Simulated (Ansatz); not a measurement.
Sn(SiH3)H3 (SiSnH6), relaxed as a singlet with RKS PBE-D4/def2-TZVP in Ansatz, starting from the GFN2-xTB geometry. Force threshold 0.02 eV/Å.

In the def2 sets Sn takes a core potential; there is no spin–orbit coupling.

Start:

```xyz
8

Sn    0.215   -0.124    1.128
Si   -0.253    0.146   -1.326
H    -1.620   -0.278   -1.586
H     0.684   -0.681   -2.071
H    -0.082    1.547   -1.679
H    -0.045   -1.650    1.761
H    -0.681    0.842    2.157
H     1.782    0.198    1.616
```

Q: Estimate the energy that the relaxation releases and the steps that it takes.

A: 16.5 kJ/mol, in 5 steps; 3.2 s on 4 threads of Arm Neoverse V2 on a shared host. No frequencies were taken in this run, so the end may be a saddle point.

Q: Does the start keep its bonding and symmetry?

A: By distances, no bond broke or formed. The bond that changes most is Sn1–Si2, from 2.51 to 2.57 Å (atoms count from 1). Point group C3 at the start, C3 at the end, both within 0.05 Å.

Q: Predict the relaxed structure.

A: 
```xyz
8

Sn    0.2332   -0.1347    1.2216
Si   -0.2467    0.1425   -1.2926
H    -1.6520   -0.2683   -1.5985
H     0.6876   -0.7078   -2.0935
H    -0.0644    1.5705   -1.6988
H    -0.0629   -1.7523    1.7278
H    -0.7682    0.9071    2.1556
H     1.8735    0.2430    1.5782
```
Bond lengths: 1 × Si–Sn 2.57 Å; 3 × H–Sn 1.72 Å; 3 × H–Si 1.50 Å.
